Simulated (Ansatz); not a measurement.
C2H7GeN can be A, `C/N=[CH]\[GeH3]`, or B, `[CH3][GeH]1[CH2][NH]1`.

Gas-phase electronic energies from Ansatz, PBE0-D4/def2-TZVP geometries. CBS: MP2 limit from def2 TZ/QZ plus the TZ coupled-cluster correction, frozen cores. Functionals use def2-TZVPP. B3LYP here is the variant with VWN-RPA as its local correlation; programs differ in this. For Ge outer-core shells are correlated without core-valence functions, which leaves a few kJ/mol of doubt a bond. Scalar relativity is left out up to krypton.

A:

Z-matrix (Å, degrees):
```
C
N 1 1.435
H 1 1.093 2 108.8
H 1 1.093 2 108.9 3 -116.0
H 1 1.100 2 114.7 3 122.0
C 2 1.261 1 120.3 3 -121.2
Ge 6 1.986 2 128.7 1 0.0
H 6 1.095 2 116.1 1 180.0
H 7 1.538 6 111.7 2 -61.6
H 7 1.538 6 111.7 2 60.3
H 7 1.537 6 106.6 2 179.4
```

B:

```xyz
11

C     0.149    1.197   -1.400
Ge   -0.028   -0.463   -0.418
C     0.465   -0.667    1.422
N    -0.948   -0.275    1.208
H     1.042    1.189   -2.026
H    -0.726    1.358   -2.032
H     0.221    2.012   -0.680
H    -0.327   -1.739   -1.210
H     1.065    0.092    1.917
H     0.670   -1.673    1.784
H    -1.583   -1.032    1.433
```

Which is lower in electronic energy at CCSD(T)/CBS, and by how much? (An estimate is asked.)

Ansatz gave: B, by 16.8 kJ/mol.

Give E(B) − E(A) in kJ/mol with r2SCAN-D4, ωB97M-V, PBE0-D4, B3LYP, CCSD(T)/def2-TZVPP, B3LYP-D4, MP2/def2-TZVPP. (An estimate is asked.)

Ansatz gave: r2SCAN-D4 -11.9, ωB97M-V -9.0, PBE0-D4 -14.3, B3LYP 4.6, CCSD(T)/def2-TZVPP -8.7, B3LYP-D4 5.8, MP2/def2-TZVPP -25.9. The order is the other way round with B3LYP, B3LYP-D4.

Largest T1 diagnostic: 0.012.

From PBE to PBE0 (25 % exact exchange), in def2-TZVPP and without D4, E(B) − E(A) moves by −4.2 kJ/mol. In def2-TZVPP, CCSD(T) changes the Hartree–Fock value by −34.3 kJ/mol (the triples alone add −2.4 kJ/mol) and MP2 by −51.5 kJ/mol.
